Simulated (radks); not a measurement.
Ionisation of neutral iodine, [Kr] 4d10 5s2 5p5, to [Kr] 4d10 5s2 5p4 as the strength of local exchange is varied. Method: scalar-relativistic Kohn-Sham, Slater X-alpha exchange (alpha = 2/3 is LDA exchange), no correlation, spin-polarised, spherical densities, finite nucleus; open shells are filled with parallel spins first (spin-orbit coupling, left out, can overturn this in heavy ions); Fermi nuclear charge, rms radius 4.75 fm; computed with a radial shooting solver on a logarithmic mesh with Libxc functionals.

[
 {"alpha": "0.667", "E(I) (hartree)": "-7105.38171", "exchange (hartree)": "-170.11499", "IE (eV)": "9.441", "-e of the level emptied (eV)": "5.712 (5p)", "<r> of it (bohr)": "2.517"},
 {"alpha": "0.765", "E(I) (hartree)": "-7130.48272", "exchange (hartree)": "-195.77017", "IE (eV)": "10.345", "-e of the level emptied (eV)": "6.557 (5p)", "<r> of it (bohr)": "2.458"},
 {"alpha": "0.792", "E(I) (hartree)": "-7137.41323", "exchange (hartree)": "-202.86804", "IE (eV)": "10.601", "-e of the level emptied (eV)": "6.798 (5p)", "<r> of it (bohr)": "2.442"},
 {"alpha": "0.804", "E(I) (hartree)": "-7140.49552", "exchange (hartree)": "-206.02676", "IE (eV)": "10.716", "-e of the level emptied (eV)": "6.906 (5p)", "<r> of it (bohr)": "2.435"},
 {"alpha": "0.867", "E(I) (hartree)": "-7156.69845", "exchange (hartree)": "-222.65141", "IE (eV)": "11.327", "-e of the level emptied (eV)": "7.485 (5p)", "<r> of it (bohr)": "2.400"},
 {"alpha": "0.895", "E(I) (hartree)": "-7163.91101", "exchange (hartree)": "-230.06247", "IE (eV)": "11.604", "-e of the level emptied (eV)": "7.748 (5p)", "<r> of it (bohr)": "2.385"},
 {"alpha": "0.93", "E(I) (hartree)": "-7172.93644", "exchange (hartree)": "-239.34559", "IE (eV)": "11.954", "-e of the level emptied (eV)": "8.082 (5p)", "<r> of it (bohr)": "2.366"},
 {"alpha": "0.964", "E(I) (hartree)": "-7181.71435", "exchange (hartree)": "-248.38401", "IE (eV)": "12.299", "-e of the level emptied (eV)": "8.412 (5p)", "<r> of it (bohr)": "2.348"}
]

NIST Atomic Spectra Database: 10.451 eV (measured). The Delta-SCF value meets it near alpha = 0.78. Open shells are spherical and high-spin; term and fine-structure splittings are not resolved. Spin-orbit splitting is averaged out at the scalar-relativistic level.
